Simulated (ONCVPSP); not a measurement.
N (Z = 7), ONCV: configuration errors across variants

* Element: nitrogen
* Generator: ONCVPSP 4.0.1
* Type: optimised norm-conserving Vanderbilt (ONCV)
* Functional: LDA (Perdew-Wang 92)
* Relativity: scalar-relativistic
* Frozen core: [He]
* Valence charge: 5
* Reference configuration: 2s2 2p3
* Partial waves: 2s: rc 0.90 bohr, ncon 3, nbas 6, qcut 6.9 1/bohr, 3 projectors, debl 1.7 Ha; 2p: rc 1.80 bohr, ncon 3, nbas 7, qcut 6.3 1/bohr, 2 projectors, debl 0.7 Ha; d scattering state at 0.14 Ha: rc 1.70 bohr, ncon 4, nbas 9, qcut 6.5 1/bohr, 2 projectors, debl 3.3 Ha
* Local potential: polynomial inside 0.75 bohr (lpopt 5, dvloc0 3 Ha)
* Core correction: Teter function, fcfact 2.25, rcfact 1.6

All-electron excitation energies from the reference (eV): (1) 2s2 2p2 13.731; (2) 2s2 2p1 42.703; (3) 2s2 2p0 89.873; (4) 2s1 2p3 25.184.

A true bound ghost makes a file unfit for plane-wave use even where its test errors are small: the radial tests pick states by their node count and pass the ghost by.

Errors AE − PS in meV (a dash: test not solved or not reliable):

| change | (1) | (2) | (3) | (4) | bound ghosts | GHOST(+) flags above zero |
| --- | --- | --- | --- | --- | --- | --- |
| base | +59 | +468 | +1744 | -48 | s | none |
| s: qcut 4.9; p: qcut 4.5; d: qcut 4.6 | +107 | +833 | +2993 | -99 | s | none |
| s: qcut 5.7; p: qcut 5.2; d: qcut 5.3 | +85 | +661 | +2411 | -75 | s | none |
| s: qcut 6.5; p: qcut 5.9; d: qcut 6.1 | +67 | +528 | +1954 | -56 | s | none |
| s: qcut 9; p: qcut 8.2; d: qcut 8.5 | +32 | +267 | +1037 | -23 | s | none |
| s: qcut 10; p: qcut 9.1; d: qcut 9.4 | +24 | +205 | +814 | -15 | s | none |

**Question.** Give the same row for: s: qcut 7.9; p: qcut 7.2; d: qcut 7.4.

**Answer.** +44, +356, +1358, -34; bound ghosts: s; GHOST(+) flags above zero: s.
